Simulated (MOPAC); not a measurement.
Input file for MOPAC: AM1 on CH4BFO (SMILES CB(O)F), a point of a torsion scan.

```
AM1 1SCF PRECISE CHARGE=0 THREADS=1
CH4BFO

C     -0.85730386 1    -0.17889779 1    -0.06759975 1
B      0.55578523 1     0.53545178 1     0.02243365 1
O      1.68424704 1     0.09579848 1    -0.53779507 1
F      0.66284497 1     1.59010513 1     0.84837339 1
H     -1.63567997 1     0.54320130 1    -0.30287142 1
H     -0.88267033 1    -0.96994935 1    -0.80957518 1
H     -1.12025739 1    -0.61203051 1     0.89470368 1
H      2.12077396 1     0.32439058 1    -1.34485888 1
```

It printed:

```
*******************************************************************************
 **                                                                           **
 **                              MOPAC v23.2.5                                **
 **                                                                           **
 *******************************************************************************
 ** MOPAC's Digital Object Identifier: https://doi.org/10.5281/zenodo.6511958 **
 **                                                                           **
 ** Please cite the open-source release paper for use of this MOPAC version:  **
 ** J. E. Moussa and J. J. P. Stewart (2026)                                  **
 ** MOPAC: An open-source semiempirical molecular orbital program             **
 ** J. Open Source Softw., 11(119), 8025, https://doi.org/10.21105/joss.08025 **
 *******************************************************************************

                              AM1 CALCULATION RESULTS

 *******************************************************************************
 *  AM1        - The AM1 Hamiltonian to be used
 *
 *
 *
 *                 CHARGE ON SYSTEM = 0
 *
 *
 *
 *  PRECISE    - TIGHTER CRITERIA TO BE USED
 *  1SCF       - DO 1 SCF AND THEN STOP
 *  THREADS=1  - MULTI-THREADING NOT USED
 *  T=         - A TIME OF 172800.0 SECONDS REQUESTED
 *  DUMP=N     - RESTART FILE WRITTEN EVERY 7200.0 SECONDS REQUESTED
 *******************************************************************************
AM1 1SCF PRECISE CHARGE=0 THREADS=1
 CH4BFO

   ATOM   CHEMICAL          X               Y               Z
  NUMBER   SYMBOL      (ANGSTROMS)     (ANGSTROMS)     (ANGSTROMS)

     1       C         -0.85730386  *  -0.17889779  *  -0.06759975  *
     2       B          0.55578523  *   0.53545178  *   0.02243365  *
     3       O          1.68424704  *   0.09579848  *  -0.53779507  *
     4       F          0.66284497  *   1.59010513  *   0.84837339  *
     5       H         -1.63567997  *   0.54320130  *  -0.30287142  *
     6       H         -0.88267033  *  -0.96994935  *  -0.80957518  *
     7       H         -1.12025739  *  -0.61203051  *   0.89470368  *
     8       H          2.12077396  *   0.32439058  *  -1.34485888  *



          CARTESIAN COORDINATES

    NO.       ATOM           X           Y           Z

     1         C         -0.8573     -0.1789     -0.0676
     2         B          0.5558      0.5355      0.0224
     3         O          1.6842      0.0958     -0.5378
     4         F          0.6628      1.5901      0.8484
     5         H         -1.6357      0.5432     -0.3029
     6         H         -0.8827     -0.9699     -0.8096
     7         H         -1.1203     -0.6120      0.8947
     8         H          2.1208      0.3244     -1.3449

  H: (AM1): M.J.S. DEWAR ET AL, J. AM. CHEM. SOC. 107 3902-3909 (1985)
  B: (AM1): M.J.S. DEWAR ET AL, ORGANOMETALLICS, 7, 513-521 (1988)
  C: (AM1): M.J.S. DEWAR ET AL, J. AM. CHEM. SOC. 107 3902-3909 (1985)
  O: (AM1): M.J.S. DEWAR ET AL, J. AM. CHEM. SOC. 107 3902-3909 (1985)
  F: (AM1): M.J.S. DEWAR AND E. G. ZOEBISCH, THEOCHEM, 180, 1 (1988).

           Empirical Formula: C H4 O B F  =     8 atoms



      MOLECULAR POINT GROUP   :   C1


      RHF CALCULATION, NO. OF DOUBLY OCCUPIED LEVELS = 12


 -------------------------------------------------------------------------------
 AM1 1SCF PRECISE CHARGE=0 THREADS=1
 CH4BFO



     1SCF WAS SPECIFIED, SO BFGS WAS NOT USED
     SCF FIELD WAS ACHIEVED


                              AM1 CALCULATION
                                                       MOPAC v23.2.5 Linux




          FINAL HEAT OF FORMATION =       -163.33817 KCAL/MOL =    -683.40691 KJ/MOL


          COSMO AREA              =         94.43 SQUARE ANGSTROMS
          COSMO VOLUME            =         75.98 CUBIC ANGSTROMS

          IONIZATION POTENTIAL    =         11.486488 EV
          HOMO LUMO ENERGIES (EV) =        -11.486  1.721
          NO. OF FILLED LEVELS    =         12
          MOLECULAR WEIGHT        =         61.8504         POINT GROUP:  C1

          MOLECULAR DIMENSIONS (Angstroms)

            Atom       Atom       Distance
            H     8    H     7     4.04930
            H     6    F     4     3.29536
            O     3    H     5     1.98834


          SCF CALCULATIONS        =          1





   ATOM   CHEMICAL          X               Y               Z
  NUMBER   SYMBOL      (ANGSTROMS)     (ANGSTROMS)     (ANGSTROMS)

     1       C         -0.85730386  *  -0.17889779  *  -0.06759975  *
     2       B          0.55578523  *   0.53545178  *   0.02243365  *
     3       O          1.68424704  *   0.09579848  *  -0.53779507  *
     4       F          0.66284497  *   1.59010513  *   0.84837339  *
     5       H         -1.63567997  *   0.54320130  *  -0.30287142  *
     6       H         -0.88267033  *  -0.96994935  *  -0.80957518  *
     7       H         -1.12025739  *  -0.61203051  *   0.89470368  *
     8       H          2.12077396  *   0.32439058  *  -1.34485888  *

                             CARTESIAN COORDINATES

   1    C       -0.857303860    -0.178897790    -0.067599750
   2    B        0.555785230     0.535451780     0.022433650
   3    O        1.684247040     0.095798480    -0.537795070
   4    F        0.662844970     1.590105130     0.848373390
   5    H       -1.635679970     0.543201300    -0.302871420
   6    H       -0.882670330    -0.969949350    -0.809575180
   7    H       -1.120257390    -0.612030510     0.894703680
   8    H        2.120773960     0.324390580    -1.344858880


           Empirical Formula: C H4 O B F  =     8 atoms



      MOLECULAR POINT GROUP   :   C1


                  EIGENVALUES
 -49.00243 -37.45073 -29.89179 -21.81728 -18.05396 -15.93106 -15.70931 -14.24523
 -13.47426 -13.31757 -12.93908 -11.48649   1.72101   2.32476   4.35178   4.54219
   4.94537   5.24286   7.00888   8.11533


              NET ATOMIC CHARGES AND DIPOLE CONTRIBUTIONS

  ATOM NO.   TYPE          CHARGE      No. of ELECS.   s-Pop       p-Pop
    1          C          -0.286011        4.2860     1.22917     3.05684
    2          B           0.358292        2.6417     1.10683     1.53488
    3          O          -0.452944        6.4529     1.78420     4.66874
    4          F          -0.186060        7.1861     1.89111     5.29495
    5          H           0.088362        0.9116     0.91164
    6          H           0.084172        0.9158     0.91583
    7          H           0.093272        0.9067     0.90673
    8          H           0.300918        0.6991     0.69908
 DIPOLE           X         Y         Z       TOTAL
 POINT-CHG.    -0.610    -0.429    -1.456     1.636
 HYBRID         0.092     0.270    -0.413     0.502
 SUM           -0.518    -0.159    -1.869     1.946


          ATOMIC ORBITAL ELECTRON POPULATIONS

     Atom    s        px        py        pz
    1  C   1.22917   0.99852   1.02415   1.03417
    2  B   1.10683   0.62457   0.47071   0.43960
    3  O   1.78420   1.47984   1.74314   1.44576
    4  F   1.89111   1.94492   1.62834   1.72169
    5  H   0.91164
    6  H   0.91583
    7  H   0.90673
    8  H   0.69908

 **********************
 *                    *
 * JOB ENDED NORMALLY *
 *                    *
 **********************




 == MOPAC DONE ==
```

The run finished.

Cost: very roughly 0.08 core-seconds.
